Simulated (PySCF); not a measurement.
Two species compared at the same levels of theory.

First species: C7H14OS.
SMILES: `CC(=S)OCC(C)(C)C`

Second species: C5H15OPSi.
Atom-mapped SMILES: `[CH3:1][O:2][CH2:3][Si@@H:4]([PH2:5])[CH:6]([CH3:7])[CH3:8]` (hydrogens: H9, H10, H11 on C1; H12, H13 on C3; H14 on Si4; H15, H16 on P5; H17 on C6; H18, H19, H20 on C7; H21, H22, H23 on C8)

Levels: PBE0/pcSseg-1 for dipole moment, HOMO energy, LUMO energy and HOMO–LUMO gap; GFN2-xTB for rotational constant A and rotational constant C. Geometries: GFN2-xTB. All species are isolated and taken at one optimised geometry, non-relativistic unless stated. Electronic properties by PySCF.

The conformers computed, where there is a choice (atom-mapped SMILES and torsion angles):
- `[CH3:1][C:2](=[S:3])[O:4][CH2:5][C:6]([CH3:7])([CH3:8])[CH3:9]`: C1–C2–O4–C5 179°, C2–O4–C5–C6 180°, O4–C5–C6–C7 180°
- `[CH3:1][O:2][CH2:3][Si@@H:4]([PH2:5])[CH:6]([CH3:7])[CH3:8]`: C1–O2–C3–Si4 180°, O2–C3–Si4–P5 -57°, C3–Si4–C6–C7 174°, H–P5–Si4–C3 45°, H–P5–Si4–C3 -48°

Which has the higher rotational constant A?

The first: 2.456 GHz against 1.432 GHz, a difference of 1.024 GHz.

Which of the two has the higher dipole moment, and by how much?

The first: 2.58 D against 2.41 D, a difference of 0.17 D.

Which has the higher HOMO–LUMO gap?

The second: 7.88 eV against 5.24 eV, a difference of 2.64 eV.

Which of the two has the higher rotational constant C, and by how much?

The second: 0.673 GHz against 0.642 GHz, a difference of 0.031 GHz.

Which of the two has the higher HOMO energy, and by how much?

The first: -6.38 eV against -7.13 eV, a difference of 0.75 eV.

Which of the two has the higher LUMO energy, and by how much?

The second: 0.75 eV against -1.14 eV, a difference of 1.89 eV.

On the first: The dipole matches unit charges of opposite sign 0.54 Å apart (1 e·Å = 4.8032 D).

On the second: A dipole of 2.41 D is allowed in C1, and pure rotational transitions are dipole-allowed. In atomic units the dipole is 0.95 e·bohr (1 au = 2.5417 D).
